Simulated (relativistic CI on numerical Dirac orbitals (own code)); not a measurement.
**Zr3+: 3d photoemission**

Computed with this model: Dirac-Coulomb-Breit CI, separate exchange-only KLI orbitals for each configuration, QED by a radiative potential, valence Slater integrals scaled by 0.7, multiplet model of photoemission in the sudden approximation; configurations [Kr] 4d → [Ar] 3d9 4s2 4p6 4d; 300 K; Lorentzian 0.21 eV and Gaussian 0.5 eV FWHM. Energies are those of the free ion, without screening or charge transfer. The energies are binding energies and can lie tens of eV above those of solids. S is read from ⟨S²⟩ = S(S + 1).

Field parameters in Wybourne normalisation: Oh B⁴₀ = 21Dq, B⁴₄ = √(5/14) B⁴₀. The field is a parameter set, without covalency.

Computed curve for Oh, 10Dq = 6000 cm⁻¹, scaled to 100 at the maximum (points under 2 are left out and the grid is thinned):

| Energy (eV) | Intensity |
| --- | --- |
| 217.3 | 2.2 |
| 217.4 | 2.7 |
| 217.6 | 4.7 |
| 217.7 | 6.7 |
| 217.9 | 13.7 |
| 218.0 | 18.5 |
| 218.2 | 30.7 |
| 218.3 | 40.0 |
| 218.5 | 69.8 |
| 218.6 | 86.0 |
| 218.8 | 100.0 |
| 218.9 | 94.8 |
| 219.1 | 69.8 |
| 219.2 | 55.3 |
| 219.3 | 42.1 |
| 219.5 | 22.7 |
| 219.6 | 16.9 |
| 219.8 | 10.9 |
| 219.9 | 9.7 |
| 220.1 | 8.8 |
| 220.2 | 8.9 |
| 220.4 | 11.0 |
| 220.5 | 14.3 |
| 220.7 | 28.5 |
| 220.8 | 39.0 |
| 221.0 | 57.1 |
| 221.1 | 60.5 |
| 221.2 | 59.8 |
| 221.4 | 51.8 |
| 221.5 | 46.2 |
| 221.7 | 31.5 |
| 221.8 | 23.6 |
| 222.0 | 12.1 |
| 222.1 | 8.8 |
| 222.3 | 5.0 |
| 222.4 | 3.8 |
| 222.6 | 2.2 |
| 227.6 | 2.2 |
| 227.8 | 2.5 |
| 227.9 | 2.2 |

The ground state has S = 0.50, and the centroid lies at 219.84 eV.
